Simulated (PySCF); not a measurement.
C4H3FSe.
Numbering: `[F:1][c:2]1[cH:3][cH:4][se:5][cH:6]1` (hydrogens: H7 on C3; H8 on C4; H9 on C6)

Method used: LC-wPBE/def2-SVP geometry optimisation, gas phase (PySCF).

(1) List the bond lengths and angles at this level.

## Answers

(1) 
```
  bond  length (pm)     order
 F1–C2        133.1    single
 C2–C3        143.0  aromatic
 C3–C4        135.7  aromatic
C4–Se5        184.0  aromatic
Se5–C6        184.1  aromatic
 C2–C6        135.5  aromatic
 C3–H7        109.1    single
 C4–H8        109.0    single
 C6–H9        108.8    single
```

Orders are formal, as drawn. A selection of angles:
```
    angle  degrees
 F1–C2–C3    120.6
 F1–C2–C6    123.2
 C3–C2–C6    116.1
 C2–C3–C4    113.1
 C2–C3–H7    122.4
 C4–C3–H7    124.5
C3–C4–Se5    112.2
 C3–C4–H8    126.6
Se5–C4–H8    121.2
C4–Se5–C6     88.1
Se5–C6–H9    123.2
C2–C6–Se5    110.5
 C2–C6–H9    126.3
```

The 5-membered ring C2–C3–C4–Se5–C6 has internal angles of 88.1° to 116.1° (sum 540°, against 540° for a flat polygon); it is planar, 0.00 Å rms from its mean plane, widest ring torsion 0°. Se5 (selenium bonded to 2 C) is bent (angle 88.1°). The 6 heavy atoms lie in one plane (0.000 Å rms). The 3 C–C bonds span 1.355 Å (C2–C6, aromatic) to 1.430 Å (C2–C3, aromatic), a spread of 0.075 Å.

Point group: Cs (every atom within 0.08 Å of its image). No LC-wPBE/def2-SVP frequencies stand behind this structure, so it isn't proved a minimum.

Hardware: one thread of an Arm Neoverse V2, shared host with 96 logical CPUs at a one-minute load of 28. Cost: 37 s, 0.58 GiB resident at most. This is the geometry optimisation.
